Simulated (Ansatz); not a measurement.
**Molecular dynamics of C$_{2}$H$_{10}$N$_{2}$Si**

Input file:

```yaml
crystal:
  periodic: [false, false, false]
  atoms:
    - { symbol: Si, position_ang: [0.307965, 0.637228, 1.213477] }
    - { symbol: "N", position_ang: [0.622536, -0.01317, -0.809743] }
    - { symbol: C, position_ang: [-0.158878, -1.104864, -1.342799] }
    - { symbol: C, position_ang: [0.088406, 1.188563, -0.996217] }
    - { symbol: H, position_ang: [-0.696844, 1.561047, 0.266418] }
    - { symbol: H, position_ang: [-0.318247, 1.271979, 2.45303] }
    - { symbol: H, position_ang: [1.651462, 1.273177, 1.147087] }
    - { symbol: "N", position_ang: [-0.030205, -0.9845, 1.623154] }
    - { symbol: H, position_ang: [0.357533, -2.061996, -1.167356] }
    - { symbol: H, position_ang: [-1.173231, -1.190374, -0.90068] }
    - { symbol: H, position_ang: [-0.283316, -1.010069, -2.437852] }
    - { symbol: H, position_ang: [0.740549, 2.069041, -0.902575] }
    - { symbol: H, position_ang: [-0.771083, 1.354211, -1.674232] }
    - { symbol: H, position_ang: [-0.63144, -1.192659, 2.411064] }
    - { symbol: H, position_ang: [0.294691, -1.797616, 1.117323] }
magnetization:
  spin_polarized: true
basis:
  gaussian: { orbitals: def2-SVP }
hamiltonian:
  xc: pbe0
md:
  timestep: 0.5
  n_steps: 200
  ensemble: nve
  temperature: 300.0
  initial_velocities: maxwell_boltzmann
  seed: 2502
```

Launched with:

```bash
$ ansatz run input.yaml --threads 4 --pin off --max-ram 5120MiB --backend cpu --events-out ev --progress --plain --runs-dir out
```

It starts at the highest image of a converged band. Of that band: The profile has 2 maxima (images 1, 4) with wells between them (image 2): this band takes more than one step, which may be the mechanism or a detour left from its start path. Neighbouring images differ by up to 3.2 eV, so the band resolves the path poorly. A vibrational analysis at the climbing image gives one clearly imaginary mode, 809i cm⁻¹: a first-order saddle point.

Output, in part (one step line in 3, the closing report, with atoms numbered from 0):

```
md step     0: t =     0.00 fs  T =   300.0 K  F+E_penalty+E_count = -13076.50707928 eV  E_kin = 0.504114 eV  conserved = -13076.00296528 eV  (30 SCF iters)
md step     3: t =     1.50 fs  T =   247.6 K  F+E_penalty+E_count = -13076.41740416 eV  E_kin = 0.416135 eV  conserved = -13076.00126876 eV  (31 SCF iters)
md step     6: t =     3.00 fs  T =   192.5 K  F+E_penalty+E_count = -13076.32412878 eV  E_kin = 0.323486 eV  conserved = -13076.00064314 eV  (28 SCF iters)
md step     9: t =     4.50 fs  T =   181.6 K  F+E_penalty+E_count = -13076.30708072 eV  E_kin = 0.305194 eV  conserved = -13076.00188636 eV  (30 SCF iters)
md step    12: t =     6.00 fs  T =   145.6 K  F+E_penalty+E_count = -13076.24567241 eV  E_kin = 0.244741 eV  conserved = -13076.00093107 eV  (29 SCF iters)
md step    15: t =     7.50 fs  T =   141.5 K  F+E_penalty+E_count = -13076.23833192 eV  E_kin = 0.237853 eV  conserved = -13076.00047898 eV  (28 SCF iters)
md step    18: t =     9.00 fs  T =   197.3 K  F+E_penalty+E_count = -13076.33324580 eV  E_kin = 0.331553 eV  conserved = -13076.00169309 eV  (30 SCF iters)
md step    21: t =    10.50 fs  T =   236.6 K  F+E_penalty+E_count = -13076.39912262 eV  E_kin = 0.397588 eV  conserved = -13076.00153501 eV  (30 SCF iters)
md step    24: t =    12.00 fs  T =   258.1 K  F+E_penalty+E_count = -13076.43502257 eV  E_kin = 0.433707 eV  conserved = -13076.00131516 eV  (31 SCF iters)
md step    27: t =    13.50 fs  T =   279.6 K  F+E_penalty+E_count = -13076.47114767 eV  E_kin = 0.469826 eV  conserved = -13076.00132138 eV  (30 SCF iters)
md step    30: t =    15.00 fs  T =   305.7 K  F+E_penalty+E_count = -13076.51472508 eV  E_kin = 0.513743 eV  conserved = -13076.00098235 eV  (29 SCF iters)
md step    33: t =    16.50 fs  T =   362.8 K  F+E_penalty+E_count = -13076.61082940 eV  E_kin = 0.609639 eV  conserved = -13076.00118997 eV  (28 SCF iters)
md step    36: t =    18.00 fs  T =   437.7 K  F+E_penalty+E_count = -13076.73716351 eV  E_kin = 0.735508 eV  conserved = -13076.00165571 eV  (29 SCF iters)
md step    39: t =    19.50 fs  T =   516.1 K  F+E_penalty+E_count = -13076.86771363 eV  E_kin = 0.867237 eV  conserved = -13076.00047713 eV  (30 SCF iters)
md step    42: t =    21.00 fs  T =   667.1 K  F+E_penalty+E_count = -13077.12229250 eV  E_kin = 1.120905 eV  conserved = -13076.00138756 eV  (30 SCF iters)
md step    45: t =    22.50 fs  T =   830.2 K  F+E_penalty+E_count = -13077.39783982 eV  E_kin = 1.395135 eV  conserved = -13076.00270498 eV  (29 SCF iters)
md step    48: t =    24.00 fs  T =   921.8 K  F+E_penalty+E_count = -13077.55037145 eV  E_kin = 1.549039 eV  conserved = -13076.00133270 eV  (29 SCF iters)
md step    51: t =    25.50 fs  T =  1025.7 K  F+E_penalty+E_count = -13077.72482170 eV  E_kin = 1.723573 eV  conserved = -13076.00124821 eV  (29 SCF iters)
md step    54: t =    27.00 fs  T =  1151.0 K  F+E_penalty+E_count = -13077.93676815 eV  E_kin = 1.934147 eV  conserved = -13076.00262089 eV  (28 SCF iters)
md step    57: t =    28.50 fs  T =  1218.3 K  F+E_penalty+E_count = -13078.04917134 eV  E_kin = 2.047193 eV  conserved = -13076.00197850 eV  (28 SCF iters)
md step    60: t =    30.00 fs  T =  1263.7 K  F+E_penalty+E_count = -13078.12554213 eV  E_kin = 2.123563 eV  conserved = -13076.00197938 eV  (28 SCF iters)
md step    63: t =    31.50 fs  T =  1297.4 K  F+E_penalty+E_count = -13078.18283319 eV  E_kin = 2.180058 eV  conserved = -13076.00277503 eV  (27 SCF iters)
md step    66: t =    33.00 fs  T =  1272.2 K  F+E_penalty+E_count = -13078.14032409 eV  E_kin = 2.137742 eV  conserved = -13076.00258233 eV  (27 SCF iters)
md step    69: t =    34.50 fs  T =  1208.5 K  F+E_penalty+E_count = -13078.03230208 eV  E_kin = 2.030697 eV  conserved = -13076.00160481 eV  (27 SCF iters)
md step    72: t =    36.00 fs  T =  1176.2 K  F+E_penalty+E_count = -13077.97766123 eV  E_kin = 1.976436 eV  conserved = -13076.00122476 eV  (27 SCF iters)
md step    75: t =    37.50 fs  T =  1214.9 K  F+E_penalty+E_count = -13078.04225184 eV  E_kin = 2.041479 eV  conserved = -13076.00077264 eV  (26 SCF iters)
md step    78: t =    39.00 fs  T =  1344.5 K  F+E_penalty+E_count = -13078.26106077 eV  E_kin = 2.259210 eV  conserved = -13076.00185056 eV  (27 SCF iters)
md step    81: t =    40.50 fs  T =  1492.7 K  F+E_penalty+E_count = -13078.51069081 eV  E_kin = 2.508373 eV  conserved = -13076.00231777 eV  (26 SCF iters)
md step    84: t =    42.00 fs  T =  1623.8 K  F+E_penalty+E_count = -13078.73035119 eV  E_kin = 2.728587 eV  conserved = -13076.00176455 eV  (27 SCF iters)
md step    87: t =    43.50 fs  T =  1753.8 K  F+E_penalty+E_count = -13078.95017267 eV  E_kin = 2.947026 eV  conserved = -13076.00314670 eV  (30 SCF iters)
md step    90: t =    45.00 fs  T =  1790.1 K  F+E_penalty+E_count = -13079.01131332 eV  E_kin = 3.007992 eV  conserved = -13076.00332149 eV  (28 SCF iters)
md step    93: t =    46.50 fs  T =  1718.6 K  F+E_penalty+E_count = -13078.88947818 eV  E_kin = 2.887819 eV  conserved = -13076.00165888 eV  (27 SCF iters)
md step    96: t =    48.00 fs  T =  1642.0 K  F+E_penalty+E_count = -13078.76115947 eV  E_kin = 2.759121 eV  conserved = -13076.00203856 eV  (28 SCF iters)
md step    99: t =    49.50 fs  T =  1547.7 K  F+E_penalty+E_count = -13078.60309191 eV  E_kin = 2.600762 eV  conserved = -13076.00232975 eV  (28 SCF iters)
md step   102: t =    51.00 fs  T =  1420.6 K  F+E_penalty+E_count = -13078.38829330 eV  E_kin = 2.387161 eV  conserved = -13076.00113241 eV  (28 SCF iters)
md step   105: t =    52.50 fs  T =  1337.9 K  F+E_penalty+E_count = -13078.24933062 eV  E_kin = 2.248155 eV  conserved = -13076.00117529 eV  (28 SCF iters)
md step   108: t =    54.00 fs  T =  1293.5 K  F+E_penalty+E_count = -13078.17605921 eV  E_kin = 2.173609 eV  conserved = -13076.00245044 eV  (29 SCF iters)
md step   111: t =    55.50 fs  T =  1208.2 K  F+E_penalty+E_count = -13078.03187009 eV  E_kin = 2.030152 eV  conserved = -13076.00171800 eV  (29 SCF iters)
md step   114: t =    57.00 fs  T =  1120.6 K  F+E_penalty+E_count = -13077.88436837 eV  E_kin = 1.883055 eV  conserved = -13076.00131349 eV  (29 SCF iters)
md step   117: t =    58.50 fs  T =  1059.1 K  F+E_penalty+E_count = -13077.78180260 eV  E_kin = 1.779751 eV  conserved = -13076.00205174 eV  (29 SCF iters)
md step   120: t =    60.00 fs  T =   980.1 K  F+E_penalty+E_count = -13077.64886493 eV  E_kin = 1.647008 eV  conserved = -13076.00185672 eV  (29 SCF iters)
md step   123: t =    61.50 fs  T =   893.7 K  F+E_penalty+E_count = -13077.50319859 eV  E_kin = 1.501683 eV  conserved = -13076.00151595 eV  (29 SCF iters)
md step   126: t =    63.00 fs  T =   823.7 K  F+E_penalty+E_count = -13077.38584027 eV  E_kin = 1.384204 eV  conserved = -13076.00163638 eV  (29 SCF iters)
md step   129: t =    64.50 fs  T =   768.0 K  F+E_penalty+E_count = -13077.29202197 eV  E_kin = 1.290522 eV  conserved = -13076.00150025 eV  (30 SCF iters)
md step   132: t =    66.00 fs  T =   728.0 K  F+E_penalty+E_count = -13077.22525080 eV  E_kin = 1.223288 eV  conserved = -13076.00196319 eV  (29 SCF iters)
md step   135: t =    67.50 fs  T =   679.9 K  F+E_penalty+E_count = -13077.14384699 eV  E_kin = 1.142426 eV  conserved = -13076.00142081 eV  (30 SCF iters)
md step   138: t =    69.00 fs  T =   657.1 K  F+E_penalty+E_count = -13077.10497607 eV  E_kin = 1.104130 eV  conserved = -13076.00084573 eV  (30 SCF iters)
md step   141: t =    70.50 fs  T =   695.1 K  F+E_penalty+E_count = -13077.16945572 eV  E_kin = 1.167962 eV  conserved = -13076.00149368 eV  (30 SCF iters)
md step   144: t =    72.00 fs  T =   749.6 K  F+E_penalty+E_count = -13077.26132728 eV  E_kin = 1.259551 eV  conserved = -13076.00177626 eV  (30 SCF iters)
md step   147: t =    73.50 fs  T =   813.2 K  F+E_penalty+E_count = -13077.36711785 eV  E_kin = 1.366482 eV  conserved = -13076.00063594 eV  (30 SCF iters)
md step   150: t =    75.00 fs  T =   950.1 K  F+E_penalty+E_count = -13077.59849724 eV  E_kin = 1.596480 eV  conserved = -13076.00201688 eV  (29 SCF iters)
md step   153: t =    76.50 fs  T =  1070.6 K  F+E_penalty+E_count = -13077.80224119 eV  E_kin = 1.799025 eV  conserved = -13076.00321576 eV  (30 SCF iters)
md step   156: t =    78.00 fs  T =  1094.5 K  F+E_penalty+E_count = -13077.84080495 eV  E_kin = 1.839125 eV  conserved = -13076.00167962 eV  (30 SCF iters)
md step   159: t =    79.50 fs  T =  1116.3 K  F+E_penalty+E_count = -13077.87742900 eV  E_kin = 1.875880 eV  conserved = -13076.00154863 eV  (29 SCF iters)
md step   162: t =    81.00 fs  T =  1146.3 K  F+E_penalty+E_count = -13077.92911903 eV  E_kin = 1.926143 eV  conserved = -13076.00297573 eV  (29 SCF iters)
md step   165: t =    82.50 fs  T =  1108.1 K  F+E_penalty+E_count = -13077.86362170 eV  E_kin = 1.862029 eV  conserved = -13076.00159271 eV  (28 SCF iters)
md step   168: t =    84.00 fs  T =  1094.4 K  F+E_penalty+E_count = -13077.83988607 eV  E_kin = 1.839014 eV  conserved = -13076.00087188 eV  (27 SCF iters)
md step   171: t =    85.50 fs  T =  1161.8 K  F+E_penalty+E_count = -13077.95443467 eV  E_kin = 1.952229 eV  conserved = -13076.00220595 eV  (29 SCF iters)
md step   174: t =    87.00 fs  T =  1224.7 K  F+E_penalty+E_count = -13078.06036864 eV  E_kin = 2.058002 eV  conserved = -13076.00236704 eV  (27 SCF iters)
md step   177: t =    88.50 fs  T =  1266.3 K  F+E_penalty+E_count = -13078.12935926 eV  E_kin = 2.127946 eV  conserved = -13076.00141368 eV  (28 SCF iters)
md step   180: t =    90.00 fs  T =  1346.4 K  F+E_penalty+E_count = -13078.26405499 eV  E_kin = 2.262450 eV  conserved = -13076.00160455 eV  (29 SCF iters)
md step   183: t =    91.50 fs  T =  1464.7 K  F+E_penalty+E_count = -13078.46308125 eV  E_kin = 2.461228 eV  conserved = -13076.00185361 eV  (29 SCF iters)
md step   186: t =    93.00 fs  T =  1597.3 K  F+E_penalty+E_count = -13078.68666685 eV  E_kin = 2.684045 eV  conserved = -13076.00262199 eV  (27 SCF iters)
md step   189: t =    94.50 fs  T =  1689.1 K  F+E_penalty+E_count = -13078.84108800 eV  E_kin = 2.838269 eV  conserved = -13076.00281864 eV  (28 SCF iters)
md step   192: t =    96.00 fs  T =  1718.0 K  F+E_penalty+E_count = -13078.88916493 eV  E_kin = 2.886846 eV  conserved = -13076.00231900 eV  (27 SCF iters)
md step   195: t =    97.50 fs  T =  1708.3 K  F+E_penalty+E_count = -13078.87308351 eV  E_kin = 2.870589 eV  conserved = -13076.00249492 eV  (28 SCF iters)
md step   198: t =    99.00 fs  T =  1644.2 K  F+E_penalty+E_count = -13078.76550583 eV  E_kin = 2.762900 eV  conserved = -13076.00260554 eV  (28 SCF iters)
md step   200: t =   100.00 fs  T =  1565.9 K  F+E_penalty+E_count = -13078.63323771 eV  E_kin = 2.631345 eV  conserved = -13076.00189294 eV  (30 SCF iters)
Total energy: -13078.63326686 eV, -480.6309075412 hartree
Atom 0 at     0.455868     0.287274     1.013778 Å, force     0.927455     1.199247     2.851794 eV/Å
Atom 1 at    -0.318187     0.246781    -0.467371 Å, force     1.393402     2.248959    -2.655133 eV/Å
Atom 2 at     0.132820    -0.911674    -1.225298 Å, force    -0.820170     1.021510    -1.657968 eV/Å
Atom 3 at     0.269723     1.504531    -1.241843 Å, force    -2.181926    -0.485066     1.405386 eV/Å
Atom 4 at     0.335417     2.465041    -0.633137 Å, force    -0.021853    -1.299419    -0.208169 eV/Å
Atom 5 at     0.079237     1.452437     1.878495 Å, force    -0.007373     0.316162    -0.499843 eV/Å
Atom 6 at     1.919437     0.415894     0.708251 Å, force     0.224042    -0.374038     0.354568 eV/Å
Atom 7 at    -0.077268    -1.009677     2.018883 Å, force    -0.591772    -0.749084    -0.446448 eV/Å
Atom 8 at     1.185848    -0.855895    -1.568696 Å, force     0.196149    -0.195042     0.482743 eV/Å
Atom 9 at    -0.094683    -1.873979    -0.780569 Å, force    -0.100312    -0.329992     0.432125 eV/Å
Atom 10 at    -0.434376    -0.815805    -2.162863 Å, force    -0.059334    -0.696447    -0.334702 eV/Å
Atom 11 at     1.211436     1.299074    -1.736003 Å, force     0.722758    -0.266847     0.046675 eV/Å
Atom 12 at    -0.457590     1.722516    -2.018537 Å, force    -0.303291     0.139141    -0.499636 eV/Å
Atom 13 at    -0.999177    -1.236868     1.621542 Å, force    -0.184517     0.265813     0.539008 eV/Å
Atom 14 at     0.393456    -1.874557     1.837971 Å, force     0.806743    -0.794897     0.189601 eV/Å
Dipole moment:     0.084141    -0.196242    -0.489538 e Å
```

The run went to its last step. The conserved energy stayed within 0.18 meV per atom of its start (net change 0.071 meV per atom), so the integration is sound. The kinetic energy rose, since the run started high on the potential surface and went downhill. A run of 0.1 ps of so small a system gives no equilibrium averages. The orbitals were unrestricted but ended closed-shell.

Between its relaxed ends the band would form Si1–H5 and break Si1–N2, C4–H5. These pairs go: Si1–H5 1.66 → 2.73 Å, Si1–N2 2.15 → 1.67 Å, C4–H5 1.53 → 1.14 Å. In the last frame they stand as before the step (other bonds may differ from the relaxed reactants and products). Also parted: Si1–C4 2.29 → 2.57 Å. It ends as one piece, C2H10N2Si. Pairs count as bonded within 1.25 times the sum of covalent radii (0.12 Å more for H–H).

Last frame:

```xyz
15
Properties=species:S:1:pos:R:3
Si 0.456 0.287 1.014
N -0.318 0.247 -0.467
C 0.133 -0.912 -1.225
C 0.270 1.504 -1.242
H 0.335 2.465 -0.633
H 0.079 1.452 1.879
H 1.919 0.416 0.708
N -0.077 -1.010 2.019
H 1.186 -0.856 -1.569
H -0.095 -1.874 -0.781
H -0.434 -0.816 -2.163
H 1.211 1.299 -1.736
H -0.458 1.722 -2.018
H -0.999 -1.237 1.621
H 0.394 -1.875 1.838
```

Run time: 16 min on 4 threads of Arm Neoverse N1, with other jobs on the host, peak memory 0.42 GiB.
